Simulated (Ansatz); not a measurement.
`C[O][Ge]([OH])([Cl])[Cl]` and `C[O][Ge]([CH3])([OH])[Cl]` differ in one atom or group.

Ansatz, PBE0-D4/def2-TZVP geometries, multiplicity 1. Each molecule was computed in one conformer, which needn't be the lowest.

Scalar relativity is left out up to krypton.

| property | `C[O][Ge]([OH])([Cl])[Cl]` |
| --- | --- |
| HOMO–LUMO gap (PBE0/def2-TZVPP) / eV | 7.77 |
| HOMO energy (PBE0/def2-TZVPP) / eV | -8.81 |
| HOMO energy (B3LYP/def2-TZVPP) / eV | -8.55 |
| LUMO energy (PBE/def2-TZVPP) / eV | -2.08 |
| size of the dipole moment (PBE/def2-TZVPP) / D | 2.23 |
| HOMO–LUMO gap (ωB97M-V/def2-TZVPP) / eV | 12.20 |

Question: Give the same properties after the change, and the shifts. (Best estimate.)

Answer: Ansatz gave: 
```tsv
property	`C[O][Ge]([CH3])([OH])[Cl]`	shift
HOMO–LUMO gap (PBE0/def2-TZVPP) / eV	8.41	0.64
HOMO energy (PBE0/def2-TZVPP) / eV	-8.22	0.59
HOMO energy (B3LYP/def2-TZVPP) / eV	-7.97	0.58
LUMO energy (PBE/def2-TZVPP) / eV	-0.81	1.27
size of the dipole moment (PBE/def2-TZVPP) / D	0.50	-1.73
HOMO–LUMO gap (ωB97M-V/def2-TZVPP) / eV	12.56	0.36
```

With PBE0 the HOMO rises by 0.59 eV and the LUMO rises by 1.23 eV, so the gap widens by about 0.64 eV. PBE moves the HOMO by 0.56 eV and ωB97M-V by 0.58 eV. Dipoles are sizes alone; their direction can turn.

B3LYP here is the variant with VWN-RPA as its local correlation; programs differ in this.
